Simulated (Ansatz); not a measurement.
Geometry optimisation, RKS B3LYP-D4/def2-SVP in Ansatz 0.2.0.

Input:

```yaml
crystal:
  periodic: [false, false, false]
  atoms:
    - { symbol: Al, position_ang: [0.469828, 0.291985, -0.666176] }
    - { symbol: Br, position_ang: [2.520496, -0.874396, -0.408391] }
    - { symbol: C, position_ang: [-1.205684, -0.639881, -0.403378] }
    - { symbol: Cl, position_ang: [0.62179, 2.302512, -1.26511] }
    - { symbol: H, position_ang: [1.32634, 0.499377, 1.739417] }
    - { symbol: H, position_ang: [0.875615, 0.946702, 2.043997] }
    - { symbol: H, position_ang: [-1.232315, -1.550216, -1.027294] }
    - { symbol: H, position_ang: [-1.301937, -0.965534, 0.645813] }
    - { symbol: H, position_ang: [-2.074132, -0.010749, -0.658878] }
basis:
  gaussian: { orbitals: def2-SVP }
hamiltonian:
  xc: b3lyp
  dispersion: d4
relax:
  f_tol: 0.03
  max_steps: 50
```

Run as:

```bash
$ ansatz run input.yaml --threads 2 --pin off --max-ram 3072MiB --backend cpu --events-out ev --progress --plain --runs-dir out
```

Task: Where does it end, and by what steps?

Result: The run converged. The force dipped under the threshold on the way, but the program's further checks kept it going. After 16 steps the energy has fallen by 0.186 eV; H9 moved furthest, 0.72 Å.

```json
{"step": "0", "energy less start (eV)": "0.0000", "largest force component (eV/Å)": "1.642", "accepted": "yes"}
{"step": "1", "energy less start (eV)": "-0.1108", "largest force component (eV/Å)": "1.174", "accepted": "yes"}
{"step": "2", "energy less start (eV)": "-0.0926", "largest force component (eV/Å)": "1.030", "accepted": "no"}
{"step": "3", "energy less start (eV)": "-0.1596", "largest force component (eV/Å)": "0.378", "accepted": "yes"}
{"step": "4", "energy less start (eV)": "-0.1610", "largest force component (eV/Å)": "0.158", "accepted": "yes"}
{"step": "5", "energy less start (eV)": "-0.1712", "largest force component (eV/Å)": "0.076", "accepted": "yes"}
{"step": "6", "energy less start (eV)": "-0.1742", "largest force component (eV/Å)": "0.082", "accepted": "yes"}
{"step": "7", "energy less start (eV)": "-0.1757", "largest force component (eV/Å)": "0.204", "accepted": "yes"}
{"step": "8", "energy less start (eV)": "-0.1782", "largest force component (eV/Å)": "0.201", "accepted": "yes"}
{"step": "9", "energy less start (eV)": "-0.1822", "largest force component (eV/Å)": "0.015", "accepted": "yes"}
{"step": "10", "energy less start (eV)": "-0.1829", "largest force component (eV/Å)": "0.180", "accepted": "yes"}
{"step": "11", "energy less start (eV)": "-0.1850", "largest force component (eV/Å)": "0.054", "accepted": "yes"}
{"step": "12", "energy less start (eV)": "-0.1857", "largest force component (eV/Å)": "0.062", "accepted": "yes"}
{"step": "13", "energy less start (eV)": "-0.1859", "largest force component (eV/Å)": "0.093", "accepted": "yes"}
{"step": "14", "energy less start (eV)": "-0.1861", "largest force component (eV/Å)": "0.075", "accepted": "yes"}
{"step": "15", "energy less start (eV)": "-0.1863", "largest force component (eV/Å)": "0.034", "accepted": "yes"}
{"step": "16", "energy less start (eV)": "-0.1864", "largest force component (eV/Å)": "0.007", "accepted": "yes"}
```

```xyz
9
Properties=species:S:1:pos:R:3
Al 0.617 0.180 -0.582
Br 2.551 -1.001 -0.505
C -1.097 -0.676 -0.301
Cl 0.744 2.182 -1.250
H 0.858 0.590 1.822
H 0.668 1.291 1.588
H -1.449 -1.132 -1.243
H -1.031 -1.482 0.448
H -1.862 0.048 0.023
```

Run time: 57 s on 2 threads of Arm Neoverse V1 (shared host), peak memory 0.26 GiB.
